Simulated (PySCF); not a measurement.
**Vibration and rotation of BaI**

PBE0 constants of BaI, ²Σ⁺ (doublet), unpaired electrons σ ↑ (Ba x2c-TZVPall, I x2c-TZVPall; spin-free X2C with a Gaussian nucleus (PySCF 2.14); masses 137.9052 and 126.9045 u):

```
ωe           : 152.2 cm⁻¹
ωexe         : 0.268 cm⁻¹
Be           : 0.026834 cm⁻¹
αe           : 6.6e-05 cm⁻¹
De to Ba + I : 3.71 eV
```

What force constant and bond length do these constants imply?

Reduced mass μred = 66.088 u; k = 5.8918×10⁻⁷·μred·ωe² (u, cm⁻¹, mdyn/Å) = 0.902 mdyn/Å; Re = √(16.8576/(μred·Be)) (u, cm⁻¹, Å) = 3.083 Å.

Estimate the centrifugal constant D from the Kratzer relation and find the Dunham coefficient a1.

D = 4Be³/ωe² = 3.34e-09 cm⁻¹; a1 = −1 − αeωe/(6Be²) = -3.33.

Spin–orbit coupling is left out, which matters for elements this heavy, above all for dissociation energies. The state was picked by a PBE0 search and need not be the measured ground state.
